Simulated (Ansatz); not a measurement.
Start from `[NH2][AlH][GaH2]` and change one atom or group to get `[NH2][AlH2]`.

Ansatz, PBE0-D4/def2-TZVP geometries, multiplicity 1. Each molecule was computed in one conformer, which needn't be the lowest.

Scalar relativity is left out up to krypton.

```csv
property,`[NH2][AlH][GaH2]`
LUMO energy (B3LYP/def2-TZVPP) / eV,-2.30
HOMO energy (PBE0/def2-TZVPP) / eV,-6.90
size of the dipole moment (B3LYP/def2-TZVPP) / D,1.58
HOMO–LUMO gap (PBE/def2-TZVPP) / eV,3.01
"ideal-gas entropy at 298 K and 1 bar (rigid rotor, harmonic PBE0-D4/def2-TZVP) / J/(mol·K)",340
HOMO energy (PBE/def2-TZVPP) / eV,-5.86
```

Problem. What does the change do to each property? (Estimate.)

Solution. Ansatz gave: 
```csv
property,`[NH2][AlH2]`,shift
LUMO energy (B3LYP/def2-TZVPP) / eV,-0.86,1.44
HOMO energy (PBE0/def2-TZVPP) / eV,-7.58,-0.68
size of the dipole moment (B3LYP/def2-TZVPP) / D,1.28,-0.30
HOMO–LUMO gap (PBE/def2-TZVPP) / eV,4.84,1.83
"ideal-gas entropy at 298 K and 1 bar (rigid rotor, harmonic PBE0-D4/def2-TZVP) / J/(mol·K)",252,-88
HOMO energy (PBE/def2-TZVPP) / eV,-6.24,-0.38
```

With PBE0 the HOMO falls by 0.68 eV and the LUMO rises by 1.43 eV, so the gap widens by about 2.11 eV. PBE moves the HOMO by -0.38 eV and ωB97M-V by -1.10 eV. The zero-point energy changes by -18.0 kJ/mol with -6 modes. Dipoles are sizes alone; their direction can turn. Modes under 60 cm⁻¹, often nearly free rotors, make the harmonic entropy too high.

B3LYP here is the variant with VWN-RPA as its local correlation; programs differ in this.
